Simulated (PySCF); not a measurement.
## How methods differ on the excitation energy of V

V [Ar] 3d3 4s2 (4F) → V [Ar] 3d4 4s1 (6D), as a difference of total energies. Computed with PySCF 2.14 in ANO-RCC-VTZP (6s5p3d2f1g, 59 functions), with the spin-free X2C one-electron Hamiltonian (Gaussian nucleus). Correlated levels: valence: [Ar] frozen. The calculations carry no spin-orbit coupling.

| method | excitation energy (eV) |
| --- | --- |
| UHF | 0.404 |
| MP2 (valence) | 0.317 |
| SCS-MP2 (valence) | 1.101 |
| CCSD (valence) | 0.505 |
| CCSD(T) (valence) | 0.516 |

Errors of the correlated levels include the incompleteness of this basis and the frozen core.

Q: Which method comes closest to the reference value, and which is furthest?

A: The reference is 0.245 eV (measured; NIST levels, between the centres of gravity of the two terms). Closest: MP2 (valence) (error 0.072 eV); furthest: SCS-MP2 (valence) (error 0.856 eV).
